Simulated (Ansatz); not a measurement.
Total energies of Ag2Cl⁺ (the lowest singlet isomer of a short search) from Ansatz at PBE0-D4/def2-TZVP, gas phase (1 Eh = 27.2114 eV = 2625.5 kJ/mol). The reference geometry is relaxed at PBE0-D4/def2-TZVP.

Cartesian coordinates in Å:
```
Ag -0.5370 -0.3443 2.0250
Ag 0.3365 1.0572 -1.8102
Cl 0.2005 -0.7129 -0.2148
```

```
           state                      geometry  energy (Eh)
charge 1 singlet                     reference   -753.84248
charge 0 doublet                     reference   -754.06250
charge 1 triplet  relaxed at PBE0-D4/def2-TZVP   -753.70186
charge 1 quintet  relaxed at PBE0-D4/def2-TZVP   -753.55230
```

In the def2 sets Ag takes a core potential; there is no spin–orbit coupling.

(1) Work out the vertical electron affinity, to the doublet.

(2) Which of the charge 1 states is lowest, and how far above it are the others?

(1) E(charge 1 singlet) − E(charge 0 doublet) = -753.84248 − (-754.06250) = 0.22002 Eh = 5.99 eV.

(2) The singlet. triplet: -753.70186 − (-753.84248) = 0.14062 Eh = 369.2 kJ/mol; quintet: -753.55230 − (-753.84248) = 0.29018 Eh = 761.9 kJ/mol.

The structure comes from a short search, and lower isomers may exist.
